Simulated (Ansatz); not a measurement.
Pt₃H₄, 7 atoms. Hardware: 4 threads of Arm Neoverse V1 on a shared host.

In the def2 sets Pt takes a core potential; there is no spin–orbit coupling. Correlated methods freeze no core orbitals; core or outer-core shells of Pt are correlated, in sets that lack core-valence functions.

Q: How many basis functions does each of these Ansatz runs have, and roughly what does it cost? RPA@PBE/def2-TZVP, charge 0 quintet, energy, from earlier orbitals; revPBE-D4/def2-TZVP, charge 0 singlet, energy, from earlier orbitals; PBE0-D4/def2-TZVP, charge 0 singlet, relaxation, 17 steps; r2SCAN-D4/def2-TZVPD, charge -1 doublet at the geometry of the charge 0 singlet, energy, from earlier orbitals; PBE-D4/def2-TZVP, charge 0 unrestricted singlet, energy, from earlier orbitals; PBE-D4/def2-TZVP, charge 0 quintet, energy, from earlier orbitals; PBE0-D4/def2-TZVPD, charge -1 doublet at the geometry of the charge 0 singlet, energy, from earlier orbitals; r2SCAN-D4/def2-TZVP, charge 0 unrestricted singlet, energy, from earlier orbitals; r2SCANh-D4/def2-TZVP, charge 0 quintet, energy, from earlier orbitals; revPBE-D4/def2-TZVP, charge 0 triplet, energy, from earlier orbitals; PBE-D4/def2-TZVPD, charge 0 singlet, energy, from earlier orbitals; PBE0-D4/def2-SVP, charge 1 doublet at the geometry of the charge 0 singlet, energy with a search over starts.

A: Other jobs shared the machine, so times can vary by a factor of up to 3. A dash marks memory too small to be measured apart from the calling script's.

| run | functions | fitting or Cholesky vectors | wall time | peak host memory (GiB) |
| --- | --- | --- | --- | --- |
| revPBE-D4/def2-TZVP, charge 0 singlet, energy, from earlier orbitals | 144 | 1364 | 1.6 s | – |
| PBE-D4/def2-TZVPD, charge 0 singlet, energy, from earlier orbitals | 165 | 1335 | 2.3 s | – |
| PBE-D4/def2-TZVP, charge 0 quintet, energy, from earlier orbitals | 144 | 1364 | 3.5 s | – |
| revPBE-D4/def2-TZVP, charge 0 triplet, energy, from earlier orbitals | 144 | 1364 | 4.6 s | – |
| RPA@PBE/def2-TZVP, charge 0 quintet, energy, from earlier orbitals | 144 | 1326 | 7 s | – |
| PBE0-D4/def2-TZVPD, charge -1 doublet at the geometry of the charge 0 singlet, energy, from earlier orbitals | 165 | 1440 | 7 s | 0.59 |
| PBE-D4/def2-TZVP, charge 0 unrestricted singlet, energy, from earlier orbitals | 144 | 1364 | 8 s | – |
| r2SCAN-D4/def2-TZVPD, charge -1 doublet at the geometry of the charge 0 singlet, energy, from earlier orbitals | 165 | 1335 | 9.5 s | – |
| r2SCANh-D4/def2-TZVP, charge 0 quintet, energy, from earlier orbitals | 144 | 1364 | 9.5 s | 0.61 |
| PBE0-D4/def2-SVP, charge 1 doublet at the geometry of the charge 0 singlet, energy with a search over starts | 116 | 1190 | 15 s | – |
| r2SCAN-D4/def2-TZVP, charge 0 unrestricted singlet, energy, from earlier orbitals | 144 | 1364 | 16 s | – |
| PBE0-D4/def2-TZVP, charge 0 singlet, relaxation, 17 steps | 144 | 1453 | 49 s | – |
